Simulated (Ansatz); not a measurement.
Two isomers of C2H6FNSSi: A = `FC1NC[SiH2]S1`, B = `F[SiH]1CN1CS`.

Computed with Ansatz on PBE0-D4/def2-TZVP structures; ΔE is electronic, products minus reactants. CBS: MP2 limit from def2 TZ/QZ plus the TZ coupled-cluster correction, frozen cores. Functionals use def2-TZVPP. B3LYP here is the variant with VWN-RPA as its local correlation; programs differ in this. One conformer a species, not always the lowest.

A:

Z-matrix (Å, degrees):
```
C
N 1 1.404
S 1 1.823 2 111.3
F 1 1.402 2 112.2 3 121.7
H 1 1.091 2 110.9 3 -120.6
C 2 1.456 1 114.9 3 -51.8
H 2 1.012 1 111.0 3 177.4
Si 3 2.138 1 92.0 2 25.7
H 6 1.098 2 113.7 1 -71.4
H 6 1.092 2 109.6 1 167.3
H 8 1.485 3 111.6 1 -119.0
H 8 1.484 3 113.1 1 118.1
```

B:

Z-matrix (Å, degrees):
```
Si
C 1 1.820
N 1 1.676 2 50.5
F 1 1.588 2 124.2 3 -100.5
H 1 1.472 2 123.9 3 107.7
H 2 1.089 1 124.6 3 101.2
H 2 1.093 1 117.5 3 -104.8
C 3 1.415 1 146.1 2 122.8
S 8 1.838 3 116.5 1 -47.4
H 8 1.092 3 111.1 1 -170.7
H 8 1.091 3 109.3 1 70.4
H 9 1.342 8 97.0 3 -78.9
```

**Question.** Which isomer does CCSD(T)/CBS put lower? Give the gap. (Best estimate.)

**Answer.** Computed: B, by 6.6 kcal/mol.

**Question.** Give E(B) − E(A) in kcal/mol with CCSD/def2-TZVPP, B2PLYP, B3LYP, ωB97M-V, B3LYP-D4, PBE-D4, MP2/def2-TZVPP. (Estimate.)

**Answer.** Computed: CCSD/def2-TZVPP -6.7, B2PLYP -7.4, B3LYP -7.3, ωB97M-V -4.8, B3LYP-D4 -6.3, PBE-D4 -3.3, MP2/def2-TZVPP -8.0. None reverses the order clearly.

Largest T1 diagnostic: 0.012.

From PBE to PBE0 (25 % exact exchange), in def2-TZVPP and without D4, E(B) − E(A) moves by +0.8 kcal/mol. The D4 term adds +1.0 kcal/mol with B3LYP and +0.5 kcal/mol with PBE0; it sums over pairs of atoms, weighted by their polarisabilities, and B3LYP, whose exchange is more repulsive, gets the larger term.
